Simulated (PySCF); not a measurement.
Species: C6H2F4.
SMILES with atom numbers: `[F:1][c:2]1[cH:3][cH:4][c:5]([F:6])[c:7]([F:8])[c:9]1[F:10]` (hydrogens: H11 on C3; H12 on C4)

Computed with PySCF at CAM-B3LYP/def2-SVPD, non-relativistic, on one gas-phase PBE0-D3(BJ)/def2-SVP geometry that isn't relaxed in the solvent. The solvent is an IEF-PCM continuum (van der Waals radii × 1.2). Only the electrostatic response of the medium enters.

```csv
medium,total energy (Eh),HOMO (eV),LUMO (eV),dipole (D)
gas phase,-628.532241,-8.921,0.014,2.580
benzene (ε = 2.271),-628.534697,-8.814,0.154,2.953
```

Question: What is E(solvent) − E(gas) in benzene, in kcal/mol?

Answer: -628.534697 − (-628.532241) = -0.002456 Eh = -1.54 kcal/mol.

Question: Scale it by Onsager's factor (ε − 1)/(2ε + 1) to chloroform (ε = 4.711), and compare with the calculation.

Answer: The factor goes from 0.229 to 0.356, a ratio of 1.553, which gives -2.39 kcal/mol. The calculation gives -2.46 kcal/mol (total energy -628.536157 Eh), so the scaled value is 2.6 % too small in size.

Question: Scale the changes of the other columns the same way. What are the values in chloroform?

Answer: 
| quantity | scaled | computed | difference |
| --- | --- | --- | --- |
| HOMO (eV) | -8.755 | -8.763 | +0.008 |
| LUMO (eV) | 0.232 | 0.225 | +0.007 |
| dipole (D) | 3.160 | 3.182 | -0.022 |

Question: How does each lowering split into the polarisation term (half the interaction with the induced surface charges) and the distortion of the solute's density?

Answer: benzene: -1.66 + 0.12 kcal/mol, the distortion taking back 7 % of the polarisation term; chloroform: -2.77 + 0.31 kcal/mol, the distortion taking back 11 % of the polarisation term.
